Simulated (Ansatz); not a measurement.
`[SiH3]CSCS` + `C=NCO` → `C=NCO[SiH3]` + `CSCS`  (ligand exchange at the Si–C bond)

Computed with Ansatz on PBE0-D4/def2-TZVP structures; ΔE is electronic, products minus reactants. CCSD(T)/CBS is the MP2 limit (def2-TZVPP, def2-QZVPP) plus CCSD(T) − MP2 in def2-TZVPP, frozen cores. DFT in def2-TZVPP. B3LYP here is the variant with VWN-RPA as its local correlation; programs differ in this. Each species was taken in one conformer, which may not be the lowest.

Is it downhill or uphill in electronic energy at CCSD(T)/CBS, and by how much? (Estimate.)

The calculation gave: Downhill: ΔE = -101.8 kJ/mol.

What do these levels give: PBE-D4, r2SCAN-D4, ωB97X-V, B2PLYP, r2SCAN, B3LYP, HF/def2-TZVPP, MP2/def2-TZVPP, SCS-MP2/def2-TZVPP, CCSD(T)/def2-TZVPP, HF/def2-QZVPP, MP2/def2-QZVPP? (Best estimate.)

Computed: PBE-D4 -94.1, r2SCAN-D4 -106.4, ωB97X-V -104.5, B2PLYP -108.8, r2SCAN -106.9, B3LYP -109.7, HF/def2-TZVPP -120.9, MP2/def2-TZVPP -103.8, SCS-MP2/def2-TZVPP -106.6, CCSD(T)/def2-TZVPP -102.0, HF/def2-QZVPP -122.0, MP2/def2-QZVPP -104.1 kJ/mol.

Largest T1 diagnostic among the species: 0.012.

In def2-TZVPP, CCSD(T) changes the Hartree–Fock value by +19.0 kJ/mol (the triples alone add +2.5 kJ/mol) and MP2 by +17.2 kJ/mol.
